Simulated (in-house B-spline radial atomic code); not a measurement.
## Removing one electron from Ge4+

Closed shell [Ar] 3d10. Computed with an all-electron radial atomic-structure program (B-spline basis): Koopmans values of Dirac-Hartree-Fock plus a diagonal self-energy, in second order or with its direct term screened (direct RPA, with the hole-particle interaction, or full time-dependent Hartree-Fock), linearised in energy; no-pair Dirac-Coulomb Hamiltonian, finite nucleus. Shifts add to the Koopmans value (the ΔSCF shift is orbital relaxation alone); the final value takes TDHF screening with Breit and QED.

Command:
```bash
python run_mb.py task.json out
```
Settings (nuclear radius in fm, box in bohr, cutoff in hartree):
```
basis_form          2
Z                   32
core_configuration  [Ar] 3d10
rms_radius          4.0742
mass_number         74
speed_of_light      137.036
box_radius          12.128
lmax                7
intervals           63
virtual_cutoff      4096.0
```

Time taken, with all properties: 26 s on 1 thread of Arm Neoverse V1, on a shared host.

Energies in eV:

| subshell | Koopmans | ΔSCF shift | second order | direct RPA | hole-particle | TDHF | Breit + QED | final |
| --- | --- | --- | --- | --- | --- | --- | --- | --- |
| 3d5/2 | 92.13 | -3.995 | ? | ? | ? | ? | ? | ? |
| 3d3/2 | 92.79 | -4.064 | -4.066 | -1.122 | -1.718 | -1.817 | -0.013 | 90.96 |

Task: What does the self-energy do to 3d5/2?

Result: It shifts the removal energy by -3.967 eV in second order, -1.082 with direct RPA, -1.668 with the hole-particle term and -1.765 with TDHF screening (quasi-particle weight 0.965); Breit and QED add 0.019 eV. The final value is 90.39 eV, against 90.5 ± 0.019 eV (NIST, measured).
